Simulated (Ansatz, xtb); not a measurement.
## C3H6O4Si: which of two isomers lies lower

We compare a, `O=CO[C@@H]1CO[SiH2]O1`, a singlet, with b, `O=C(O)/C=C/[SiH](O)O`, a singlet. Both are isolated molecules in the gas phase, relaxed with PBE-D3(BJ)/def2-SVP; each stands in its lowest conformer found.

Question: Estimate E(b) − E(a) at the level CCSD(T)/def2-SVP + ΔMP2/def2-TZVPP.

Answer: Calculated at CCSD(T)/def2-SVP + ΔMP2/def2-TZVPP: E(b) − E(a) = −27.5 kcal/mol, so structure b lies lower.

How the difference moves with the method:

| level | geometry | E(b) − E(a) (kcal/mol) | departure from the last row (kcal/mol) | job, with rough time for the two |
| --- | --- | --- | --- | --- |
| GFN2-xTB | GFN2-xTB | +22.1 | +49.6 | optimisation, 0.23 s |
| HF/STO-3G | GFN2-xTB | +39.6 | +67.1 | single point, 0.34 s |
| r2SCAN-D4/def2-SVP | GFN2-xTB | −22.1 | +5.4 | single point, 3.3 s |
| PBE-D3(BJ)/def2-SVP | PBE-D3(BJ)/def2-SVP | −19.2 | +8.3 | optimisation, 29 s |
| HF/def2-SVP | PBE-D3(BJ)/def2-SVP | −21.5 | +6.0 | part of the CCSD(T) run |
| MP2/def2-SVP | PBE-D3(BJ)/def2-SVP | −24.1 | +3.4 | part of the CCSD(T) run |
| CCSD(T)/def2-SVP | PBE-D3(BJ)/def2-SVP | −21.6 | +5.9 | single point |
| CCSD(T)/def2-SVP + ΔMP2/def2-TZVPP | PBE-D3(BJ)/def2-SVP | −27.5 |  | single point, 73 s |

As drawn, b has 1 C=C, 1 C–Si, 3 O–H in place of 3 C–O, 2 C–H, 1 Si–H. Structure a has a 5-membered ring, b no ring.

GFN2-xTB, HF/STO-3G put the two in the other order. The largest departure from CCSD(T)/def2-SVP + ΔMP2/def2-TZVPP is that of HF/STO-3G, 67.1 kcal/mol. The last row adds to CCSD(T) the change of the MP2 difference between the two basis sets, here −5.9 kcal/mol, a large step that makes the value less sure.

With thermal terms from frequencies at re-optimised GFN2-xTB minima (ideal gas, soft modes damped towards free rotors, one conformer each, 298.15 K, 1 atm): on the last row, ΔE + ΔZPE = −29.1, ΔH = −27.7, ΔG = −30.6 kcal/mol.

The correlated steps freeze 12 core orbitals. Mirror images aren't counted in ΔG. Codes used: Ansatz 0.2.0, xtb 6.7.1; the last row on 4 threads of Arm Neoverse V2 on a shared host.
